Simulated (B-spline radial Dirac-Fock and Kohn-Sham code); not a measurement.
## Relative photoemission cross sections at Mg Kα (1253.6 eV): 3s, 3p1/2, 3p3/2, Al to Xe

Calculated with an atomic code on a B-spline grid, using independent-particle photoionisation in a Dirac-Hartree-Slater potential with a Latter tail, all multipoles, thresholds from Dirac-Fock ΔSCF. Cross sections are relative to C 1s, computed as 22.79 kb at this energy; β is from the dipole term. Free atoms in their tabulated ground configurations, whose changes along a row show as steps; without correlation, outer binding energies come out low.

```
 Z  element    σ 3s  σ 3p1/2  σ 3p3/2  β 3p3/2  binding 3p3/2 (eV)
13       Al  0.0483  0.00141  0.00278     1.01                5.48
14       Si  0.0712  0.00529   0.0104     1.08                7.09
18       Ar   0.196   0.0820    0.160     1.28               14.69
20       Ca   0.302    0.166    0.323     1.36               33.62
21       Sc   0.353    0.211    0.411     1.40               39.27
22       Ti   0.405    0.262    0.510     1.43               44.95
23        V   0.459    0.319    0.620     1.46               50.75
25       Mn   0.573    0.452    0.876     1.51               62.88
26       Fe   0.632    0.527     1.02     1.53               69.25
27       Co   0.693    0.608     1.18     1.54               75.85
28       Ni   0.754    0.694     1.34     1.56               82.67
30       Zn   0.878    0.878     1.70     1.59               97.05
31       Ga   0.952    0.990     1.91     1.60               114.2
32       Ge    1.03     1.11     2.15     1.61               132.5
36       Kr    1.37     1.65     3.20     1.63               217.0
38       Sr    1.55     1.94     3.80     1.63               280.7
40       Zr    1.74     2.24     4.42     1.63               342.6
43       Tc    2.02     2.70     5.39     1.61               441.8
46       Pd    2.29     3.13     6.36     1.57               539.5
48       Cd    2.47     3.40     7.01     1.53               627.0
49       In    2.55     3.52     7.32     1.50               675.3
50       Sn    2.63     3.63     7.63     1.47               725.3
54       Xe    2.90     3.99     8.78     1.25               943.3
```
